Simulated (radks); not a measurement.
Polarisability of the rhodium ion Rh+, [Kr] 4d8, at imaginary frequency. All-electron calculation, non-relativistic Kohn-Sham, LDA (Slater exchange, Perdew-Wang correlation), spin-polarised, spherical densities, point nucleus; open shells are filled with parallel spins first (spin-orbit coupling, left out, can overturn this in heavy ions); relativity is left out, which matters for an element this heavy. Program: a radial shooting solver on a logarithmic mesh with Libxc functionals. Response by self-consistent Sternheimer equations with the Hartree and adiabatic LDA kernel.

w (hartree)  alpha1(iw) (bohr^3)
0.00266                    13.41
0.0143                     13.40
0.0360                     13.32
0.0697                     13.08
0.118                      12.52
0.186                      11.51
0.280                      10.05
0.413                      8.328
0.605                      6.533
0.892                      4.796
1.35                       3.204
2.12                       1.859
3.59                      0.8717
6.94                      0.3038
17.5                     0.06913

Static values: alpha1 = 13.42 bohr^3 (1.988 angstrom^3; uncoupled 20.47). C6 = 83.35, triple-dipole C9 = 744.4 atomic units. One-pole (London) frequency 4 C6 / (3 alpha1^2) = 0.618 hartree, against 0.492 for minus the highest occupied eigenvalue. The dipole shielding factor is 0.978, as the force sum rule N/Z = 0.978 demands.
